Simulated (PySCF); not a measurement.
Compound: C4H8Se.
SMILES with atom numbers: `[CH3:1]/[CH:2]=[CH:3]\[Se:4][CH3:5]` (hydrogens: H6, H7, H8 on C1; H9 on C2; H10 on C3; H11, H12, H13 on C5)

Cartesian coordinates in Å at the PBE0-D3(BJ)/def2-SVP level; atoms count from 1:
```xyz
13
C4H8Se angstrom
C     -2.5369    0.1937    0.4508
C     -1.5143   -0.8383    0.1148
C     -0.1921   -0.6494    0.0342
Se     0.6973    0.9975    0.3316
C      2.5010    0.3496    0.0274
H     -3.1098   -0.0915    1.3491
H     -2.0873    1.1802    0.6398
H     -3.2682    0.3095   -0.3667
H     -1.8822   -1.8516   -0.0863
H      0.4738   -1.4798   -0.2212
H      2.6095   -0.0291   -0.9976
H      2.7607   -0.4308    0.7550
H      3.1727    1.2072    0.1661
```

The calculation used TDDFT CAM-B3LYP/def2-SVPD, vertical, gas phase, core orbitals frozen in the response (PySCF 2.14.0, density-fitted response routines). Relativistic effects, spin–orbit coupling among them, are left out although an element past zinc is present.

Kohn–Sham orbitals with the atoms that hold most of them (Löwdin shares over 4%, at most four atoms; ? is withheld):

```
orbital  ε (eV)                            atoms
 HOMO-3  -11.33  Se4 27%, C5 25%, C2 15%, C3 10%
 HOMO-2   -9.90  Se4 50%, C3 16%, C5 11%, H10 5%
 HOMO-1   -9.71                                ?
   HOMO   -7.01   Se4 53%, C2 16%, C3 15%, C5 7%
   LUMO    0.95                                ?
 LUMO+1    1.28                          Se4 78%
 LUMO+2    1.39   C3 31%, C2 29%, Se4 14%, C1 7%
```

Problem. Give the leading atoms of the LUMO.

Solution. Se4 (bonded to 2 C) 60%; C5 (bonded to Se and 3 H) 12%; H13 (bonded to C) 8%; H12 (bonded to C) 6%. By element: selenium 60%, hydrogen 13% or more, carbon 12% or more.

Problem. Give the leading atoms of the HOMO-1.

Solution. C3 (bonded to C, Se and H) 34%; Se4 (bonded to 2 C) 22%; C2 (bonded to 2 C and H) 21%; C1 (bonded to C and 3 H) 7%. By element: carbon 63% or more, selenium 22%.

Problem. The HOMO–LUMO gap is 7.96 eV. Where does the response calculation put the lowest singlet, and from which orbitals?

Solution. S1 is at 4.66 eV (f = 0.0006), 3.30 eV below the gap, made of HOMO→LUMO (71%), HOMO→LUMO+5 (12%). 

Next come S2 at 5.43 eV (f 0.023), HOMO→LUMO+3 (55%), HOMO→LUMO+1 (35%); S3 at 5.55 eV (f 0.252), HOMO→LUMO+2 (96%); S4 at 5.64 eV (f 0.0002), HOMO→LUMO+1 (55%), HOMO→LUMO+3 (28%), HOMO→LUMO (10%); S5 at 6.38 eV (f 0.018), HOMO→LUMO+5 (46%), HOMO→LUMO+6 (21%), HOMO→LUMO (9%).

Löwdin shares depend on the basis, the more so with diffuse functions.

One conformer stands for the species.
